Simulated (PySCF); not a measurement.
Level of theory: PBE-D3(BJ)/def2-TZVP // PBE0-D4/def2-TZVP in PySCF. All species are isolated molecules in the gas phase. One relaxed conformer stands for a flexible species; it need not be the lowest. Excitations are Tamm–Dancoff values on a coarser integration grid. The basis has no diffuse functions, so Rydberg states are missing or too high.

Reference species (SMILES): `I[SiH2]O` (H–O–Si–I torsion 54°) (neutral, multiplicity 1).

* **T1 excitation (TDA)**: 5.17 eV
* **S1 oscillator strength**: 0.012
* **S1–T1 gap (TDA)**: 0.44 eV

Changed species: `[SiH2](O)B` (X = boryl; the reference has X = iodo).

What does the change do to the T1 excitation (TDA), S1 oscillator strength and S1–T1 gap (TDA)?

the T1 excitation (TDA) falls by 2.50 eV, to 2.67 eV; the S1 oscillator strength hardly moves; the S1–T1 gap (TDA) increases by 0.35 eV, to 0.79 eV.
